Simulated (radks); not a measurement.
Results of a calculation; reference values are marked as such.
Species: Ta LXI. Configuration: [Ne] 3s2 3p1. Code: a radial shooting solver on a logarithmic mesh with Libxc functionals. Model: non-relativistic Kohn-Sham, PBE, spin-polarised, spherical densities, point nucleus; open shells are filled with parallel spins first (spin-orbit coupling, left out, can overturn this in heavy ions); relativity is left out, which matters for an element this heavy.

Radial electron density D(r) = 4 pi r^2 rho(r):

r (bohr)  D(r) (e/bohr)  spin D(r)
0.002272          13.00   0.000270
0.00282           18.48   0.000815
0.003528          26.09    0.00220
0.004378          35.50    0.00530
0.005434          46.89     0.0122
0.006744          59.71     0.0270
0.00837           72.72     0.0576
0.01039           83.91      0.119
0.01289           90.88      0.235
0.01613           91.75      0.450
0.02002           86.85      0.793
0.02484           80.14       1.29
0.03083           78.01       1.88
0.03827           85.40       2.38
0.0475            99.97       2.44
0.05895           110.0       1.76
0.07375           101.0      0.534
0.09153           72.78     0.0151
0.1136            42.09       1.47
0.141             26.14       4.55
0.175             22.90       6.59
0.2172            18.36       5.51
0.2695            9.278       2.67
0.3372            2.405      0.668
0.4185           0.3124     0.0852
0.5194          0.01691    0.00460
0.6446        0.0003162  0.0000870

D(r) has 2 maxima, at r = 0.0148, 0.0604 bohr, and minima at 0.0294 bohr, inside which lie 2.07 electrons.
